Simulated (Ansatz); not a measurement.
`CBBF` + `N[SiH3]` → `FBN[SiH3]` + `BC` at 298.15 K and 1 bar (cleavage of the B–B bond).

Program: Ansatz. Geometries: PBE0-D4/def2-TZVP. ΔE: electronic, gas phase. CCSD(T)/CBS is the MP2 limit (def2-TZVPP, def2-QZVPP) plus CCSD(T) − MP2 in def2-TZVPP, frozen cores. This one scheme is used for every species. One conformer a species, not always the lowest.

| species | CCSD(T)/CBS energy (Eh) | H − E (kJ/mol) | S (J/(mol·K)) |
| --- | --- | --- | --- |
| `CBBF` | -190.46132 | 183.3 | 310.6 |
| `N[SiH3]` | -346.80422 | 145.7 | 264.3 |
| `FBN[SiH3]` | -471.49367 | 169.8 | 317.6 |
| `BC` | -65.83255 | 158.6 | 247.5 |

H − E and S are ideal-gas, rigid-rotor, harmonic terms from PBE0-D4/def2-TZVP, for one conformer and one mirror image of each species. 1 Eh = 2625.50 kJ/mol, R = 8.31446 J/(mol·K).

Question: By hand: ΔE, ΔH, ΔS and ΔG.

Answer: ΔE = (-471.49367) + (-65.83255) − (-190.46132) − (-346.80422) = -0.06068 Eh = -159.3 kJ/mol. Δ(H − E) = 169.8 + 158.6 − 183.3 − 145.7 = -0.6, so ΔH = -159.9 kJ/mol. ΔS = 317.6 + 247.5 − 310.6 − 264.3 = -9.8 J/(mol·K). ΔG = -159.9 − 298.15 × (-9.8)/1000 = -157.0 kJ/mol.

Question: By hand: the equilibrium constant, and the temperature at which ΔG would vanish if ΔH and ΔS stayed fixed.

Answer: log₁₀ K = −ΔG/(RT ln 10) = 27.5. ΔG = 0 at ΔH/ΔS = 16316 K, far beyond where these terms or the molecules hold.

The number of gas molecules stays the same, so ΔS is small and ΔH decides. A doubt of 5 kJ/mol in ΔE shifts log₁₀ K by 0.9 here. Other conformers and mirror images would add mixing entropy, several J/(mol·K) or more a flexible species. These are equilibria of isolated gas molecules and say nothing of rates. Largest T1 diagnostic: 0.012 (customary marks: 0.02 for closed shells, 0.045 for open ones).
